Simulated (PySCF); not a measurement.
HS, doublet, geometry from GFN2-xTB; SA2-CASSCF(5,6)/6-31G* (PySCF).

Input for PySCF:
```python
from pyscf import gto, scf, mcscf
import numpy

mol = gto.M(
    atom='''
S    -0.000000   -0.000000   -0.078263
H     0.000000    0.000000    1.252213
''',
    basis='6-31g*',
    charge=0,
    spin=1,
    verbose=4,
)

mf = scf.ROHF(mol)
mf.kernel()
mc = mcscf.CASSCF(mf, 6, 5)
mc.fix_spin_(ss=0.75)
mc = mc.state_average_([0.5, 0.5])
mc.kernel()
```

The log (banner, timings and long lists left out):

```
PySCF version 2.14.0

[INPUT] verbose = 4
[INPUT] num. atoms = 2
[INPUT] num. electrons = 17
[INPUT] charge = 0
[INPUT] spin (= nelec alpha-beta = 2S) = 1
[INPUT] symmetry False subgroup None
[INPUT] Mole.unit = angstrom
[INPUT] Symbol           X                Y                Z      unit          X                Y                Z       unit  Magmom
[INPUT]  1 S      0.000000000000   0.000000000000  -0.078263000000 AA    0.000000000000   0.000000000000  -0.147895635687 Bohr   0.0
[INPUT]  2 H      0.000000000000   0.000000000000   1.252213000000 AA    0.000000000000   0.000000000000   2.366339619620 Bohr   0.0

nuclear repulsion = 6.36376407745799
number of shells = 10
number of NR pGTOs = 55
number of NR cGTOs = 20
basis = 6-31g*
ecp = {}

******** <class 'pyscf.scf.rohf.ROHF'> ********
method = ROHF
initial guess = minao
damping factor = 0
level_shift factor = 0
DIIS = <class 'pyscf.scf.diis.CDIIS'>
diis_start_cycle = 1
diis_space = 8
diis_damp = 0
SCF conv_tol = 1e-09
SCF conv_tol_grad = None
SCF max_cycles = 50
direct_scf = True
direct_scf_tol = 1e-13
num. doubly occ = 8  num. singly occ = 1
Set gradient conv threshold to 3.16228e-05
init E= -397.825578093824
  HOMO = -0.299438824305609  LUMO = 0.137567786843875  gap/eV = 11.89156
cycle= 1 E= -398.048226677464  delta_E= -0.223  |g|= 0.145  |ddm|= 0.918
  HOMO = -0.23038224957114  LUMO = 0.171294315320569  gap/eV = 10.93018
cycle= 2 E= -398.058522253676  delta_E= -0.0103  |g|= 0.0344  |ddm|= 0.19
  HOMO = -0.219996127554149  LUMO = 0.187741959947964  gap/eV = 11.09512
cycle= 3 E= -398.059041759059  delta_E= -0.00052  |g|= 0.00916  |ddm|= 0.0355
  HOMO = -0.220487632949349  LUMO = 0.189604686964367  gap/eV = 11.15918
cycle= 4 E= -398.059099910305  delta_E= -5.82e-05  |g|= 0.00148  |ddm|= 0.0193
  HOMO = -0.220558171249146  LUMO = 0.189557389373056  gap/eV = 11.15981
cycle= 5 E= -398.059101297163  delta_E= -1.39e-06  |g|= 0.000173  |ddm|= 0.00322
  HOMO = -0.220600605890256  LUMO = 0.189550265880352  gap/eV = 11.16077
cycle= 6 E= -398.059101312948  delta_E= -1.58e-08  |g|= 2.5e-05  |ddm|= 0.000251
  HOMO = -0.220580095300416  LUMO = 0.189557956449999  gap/eV = 11.16042
cycle= 7 E= -398.059101313258  delta_E= -3.1e-10  |g|= 4.5e-06  |ddm|= 3.89e-05
  HOMO = -0.220582226809647  LUMO = 0.189556760411638  gap/eV = 11.16045
Extra cycle  E= -398.05910131327  delta_E= -1.19e-11  |g|= 1.51e-06  |ddm|= 6.6e-06
converged SCF energy = -398.05910131327

******** <class 'pyscf.mcscf.addons.StateAverageCASSCF'> ********
CAS (3e+2e, 6o), ncore = 6, nvir = 8
max_cycle_macro = 50
max_cycle_micro = 4
conv_tol = 1e-07
conv_tol_grad = None
orbital rotation max_stepsize = 0.02
orbital rotation threshold for CI restart = 0.01
augmented hessian ah_max_cycle = 30
augmented hessian ah_conv_tol = 1e-12
augmented hessian ah_linear dependence = 1e-14
augmented hessian ah_level shift = 1e-08
augmented hessian ah_start_tol = 2.5
augmented hessian ah_start_cycle = 3
augmented hessian ah_grad_trust_region = 3
kf_trust_region = 3
kf_interval = 4
ci_response_space = 4
ci_grad_trust_region = 3
with_dep4 0
natorb = False
canonicalization = True
sorting_mo_energy = False
ao2mo_level = 2
internal_rotation = False
******** <class 'pyscf.mcscf.addons.StateAverageSpinPenaltyFCISolver'> ********
max. cycles = 50
conv_tol = 1e-08
davidson only = True
linear dependence = 1e-12
level shift = 0.001
max iter space = 12
nroots = 2
pspace_size = 400
spin = None
State-average over 2 states with weights [0.5, 0.5]
CASCI E = -398.067979171639  S^2 = 0.7500000
Set conv_tol_grad to 0.000316228
macro iter   1 ( 21 JK    4 micro), CASSCF E = -398.076090914113  dE = -8.11174247e-03  S^2 = 0.7500000
               |grad[o]|=0.0306  |ddm|=0.0251  |maxRot[o]|=0.312
macro iter   2 ( 21 JK    4 micro), CASSCF E = -398.078815607092  dE = -2.72469298e-03  S^2 = 0.7500000
               |grad[o]|=0.0196  |ddm|=0.004  |maxRot[o]|=0.271
macro iter   3 ( 21 JK    4 micro), CASSCF E = -398.080969774806  dE = -2.15416771e-03  S^2 = 0.7500000
               |grad[o]|=0.0118  |ddm|=0.00196  |maxRot[o]|= 0.31
macro iter   4 ( 21 JK    4 micro), CASSCF E = -398.083156467201  dE = -2.18669239e-03  S^2 = 0.7500000
               |grad[o]|=0.0081  |ddm|=0.00221  |maxRot[o]|=0.309
macro iter   5 ( 20 JK    4 micro), CASSCF E = -398.084086749775  dE = -9.30282574e-04  S^2 = 0.7500000
               |grad[o]|=0.00491  |ddm|=0.00395  |maxRot[o]|=0.293
macro iter   6 ( 11 JK    4 micro), CASSCF E = -398.084163555306  dE = -7.68055306e-05  S^2 = 0.7500000
               |grad[o]|=0.00248  |ddm|=0.00206  |maxRot[o]|=0.0441
macro iter   7 (  8 JK    3 micro), CASSCF E = -398.084175015010  dE = -1.14597040e-05  S^2 = 0.7500000
               |grad[o]|=0.000999  |ddm|=0.000693  |maxRot[o]|=0.0203
macro iter   8 (  3 JK    1 micro), CASSCF E = -398.084175426550  dE = -4.11540498e-07  S^2 = 0.7500000
               |grad[o]|=0.00021  |ddm|=8.94e-05  |maxRot[o]|=0.0029
macro iter   9 (  3 JK    1 micro), CASSCF E = -398.084175507447  dE = -8.08969389e-08  S^2 = 0.7500000
               |grad[o]|=4.93e-05  |ddm|=3.89e-05  |maxRot[o]|=0.00132
1-step CASSCF converged in   9 macro (129 JK  29 micro) steps
CASSCF canonicalization
Density matrix diagonal elements [1.97413384 1.49688775 1.49688705 0.02276497 0.00420412 0.00512227]
CASSCF energy = -398.084175507447
CASCI E = -398.084175507447  E(CI) = -6.71793318121354  S^2 = 0.7500000
CASCI state-averaged energy = -398.084175507447
CASCI energy for each state
  State 0 weight 0.5  E = -398.084175946469 S^2 = 0.7500000
  State 1 weight 0.5  E = -398.084175068426 S^2 = 0.7500000
```
